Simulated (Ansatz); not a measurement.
Born–Oppenheimer molecular dynamics of CH3NTe (6 atoms, charge 0, multiplicity 1). It starts from a relaxed structure.

The calculation used RKS PBE0-D4/def2-mTZVP in Ansatz.

```
ensemble                      : NVE (velocity Verlet)
time step                     : 0.25 fs
steps asked                   : 150
starting velocities drawn for : 700 K
seed                          : 553598
```

Frames 2.5 fs apart, positions in Å, forces in eV/Å.

Velocities at 7.5 fs (Å/ps):

```
N 0.33 0.86 -0.63
C -1.72 -2.55 -5.54
Te 0.27 0.05 0.36
H 8.69 -1.85 0.01
H -12.99 6.20 36.16
H -13.94 7.48 -6.58
```

```xyz
6
Properties=species:S:1:pos:R:3:forces:R:3 time_fs=7.5 energy_less_start_eV=0.236 T=243
N -1.335 -0.276 -0.623 -0.18 0.25 0.66
C -0.141 -0.089 -0.221 -2.50 -0.39 -0.59
Te 0.258 0.562 1.742 0.35 -0.07 -0.39
H -1.365 -0.614 -1.597 0.13 0.16 0.41
H 0.571 -0.324 -0.954 2.31 0.02 -0.28
H 1.893 0.610 1.368 -0.10 0.04 0.18
6
Properties=species:S:1:pos:R:3:forces:R:3 time_fs=10.0 energy_less_start_eV=0.132 T=444
N -1.335 -0.274 -0.623 -0.54 0.10 0.26
C -0.152 -0.095 -0.234 -1.76 0.10 0.76
Te 0.258 0.562 1.742 -0.20 -0.09 -0.33
H -1.341 -0.615 -1.587 -0.09 0.01 0.01
H 0.623 -0.314 -0.890 2.22 -0.17 -0.77
H 1.860 0.630 1.356 0.38 0.05 0.07
6
Properties=species:S:1:pos:R:3:forces:R:3 time_fs=12.5 energy_less_start_eV=0.097 T=513
N -1.337 -0.271 -0.623 -0.98 -0.14 -0.34
C -0.171 -0.102 -0.244 2.63 -0.05 0.09
Te 0.259 0.562 1.743 -0.48 -0.08 -0.21
H -1.323 -0.615 -1.577 -0.34 -0.13 -0.38
H 0.787 -0.310 -0.861 -1.36 0.35 0.86
H 1.848 0.653 1.348 0.52 0.05 -0.01
6
Properties=species:S:1:pos:R:3:forces:R:3 time_fs=15.0 energy_less_start_eV=0.240 T=238
N -1.344 -0.268 -0.624 -0.78 -0.42 -1.08
C -0.177 -0.108 -0.254 3.82 0.22 0.71
Te 0.259 0.562 1.744 -0.27 -0.04 -0.22
H -1.325 -0.621 -1.585 -0.42 0.00 -0.06
H 0.884 -0.289 -0.791 -2.52 0.23 0.61
H 1.864 0.679 1.340 0.18 0.02 0.04
6
Properties=species:S:1:pos:R:3:forces:R:3 time_fs=17.5 energy_less_start_eV=0.139 T=432
N -1.353 -0.267 -0.629 0.45 -0.40 -0.98
C -0.166 -0.113 -0.259 0.89 0.53 1.59
Te 0.260 0.562 1.744 0.07 0.02 -0.23
H -1.350 -0.628 -1.597 -0.29 0.12 0.23
H 0.844 -0.256 -0.690 -0.86 -0.24 -0.74
H 1.891 0.706 1.335 -0.26 -0.03 0.13
6
Properties=species:S:1:pos:R:3:forces:R:3 time_fs=20.0 energy_less_start_eV=0.312 T=99
N -1.360 -0.268 -0.638 1.66 -0.07 -0.02
C -0.153 -0.116 -0.256 -4.35 0.85 2.56
Te 0.260 0.562 1.744 0.21 0.05 -0.23
H -1.392 -0.628 -1.599 -0.02 0.05 0.00
H 0.768 -0.238 -0.637 2.95 -0.82 -2.47
H 1.904 0.731 1.337 -0.45 -0.06 0.16
6
Properties=species:S:1:pos:R:3:forces:R:3 time_fs=22.5 energy_less_start_eV=0.103 T=500
N -1.361 -0.270 -0.647 1.69 0.18 0.75
C -0.156 -0.115 -0.243 -1.32 0.13 0.22
Te 0.260 0.562 1.745 0.03 0.02 -0.22
H -1.436 -0.626 -1.599 0.24 -0.02 -0.17
H 0.821 -0.263 -0.710 -0.35 -0.25 -0.68
H 1.892 0.752 1.349 -0.29 -0.06 0.10
6
Properties=species:S:1:pos:R:3:forces:R:3 time_fs=25.0 energy_less_start_eV=0.220 T=275
N -1.354 -0.270 -0.654 0.96 0.20 0.85
C -0.167 -0.113 -0.227 1.15 -0.51 -1.86
Te 0.261 0.562 1.745 -0.37 -0.04 -0.11
H -1.465 -0.624 -1.607 0.45 0.07 0.10
H 0.866 -0.303 -0.826 -2.34 0.31 1.07
H 1.864 0.770 1.365 0.14 -0.02 -0.04
6
Properties=species:S:1:pos:R:3:forces:R:3 time_fs=27.5 energy_less_start_eV=0.171 T=370
N -1.344 -0.270 -0.657 -0.19 0.20 0.86
C -0.173 -0.114 -0.221 1.38 -0.62 -2.26
Te 0.261 0.562 1.745 -0.68 -0.10 -0.02
H -1.468 -0.618 -1.611 0.54 0.08 0.17
H 0.784 -0.327 -0.885 -1.54 0.43 1.39
H 1.844 0.787 1.380 0.49 0.02 -0.14
6
Properties=species:S:1:pos:R:3:forces:R:3 time_fs=30.0 energy_less_start_eV=0.150 T=410
N -1.334 -0.269 -0.656 -1.46 0.26 1.00
C -0.173 -0.117 -0.225 -0.77 0.07 -0.15
Te 0.261 0.562 1.745 -0.51 -0.12 -0.11
H -1.439 -0.608 -1.607 0.43 -0.06 -0.15
H 0.624 -0.329 -0.873 1.94 -0.16 -0.47
H 1.850 0.804 1.387 0.37 0.00 -0.12
6
Properties=species:S:1:pos:R:3:forces:R:3 time_fs=32.5 energy_less_start_eV=0.253 T=211
N -1.331 -0.267 -0.650 -2.29 0.12 0.49
C -0.177 -0.120 -0.229 -0.91 0.50 1.11
Te 0.261 0.562 1.745 -0.01 -0.08 -0.28
H -1.385 -0.601 -1.610 0.17 -0.06 -0.10
H 0.571 -0.339 -0.885 3.14 -0.40 -1.21
H 1.877 0.821 1.388 -0.10 -0.07 -0.02
6
Properties=species:S:1:pos:R:3:forces:R:3 time_fs=35.0 energy_less_start_eV=0.159 T=394
N -1.337 -0.264 -0.643 -1.93 -0.17 -0.44
C -0.183 -0.121 -0.230 2.73 -0.24 -1.03
Te 0.260 0.562 1.745 0.33 -0.03 -0.35
H -1.322 -0.596 -1.617 -0.23 0.05 0.30
H 0.679 -0.367 -0.950 -0.46 0.52 1.47
H 1.899 0.834 1.387 -0.45 -0.13 0.04
```

Of the whole run (38 fs, mean temperature of the second half 319 K): The conserved energy stayed within 0.15 meV per atom of its start (net change 0.094 meV per atom), so the integration is sound. A run of 0.037 ps of so small a system gives no equilibrium averages.

Time of the run: 6.1 min on 1 thread of Arm Neoverse V1, on a shared host, peak memory 0.15 GiB.
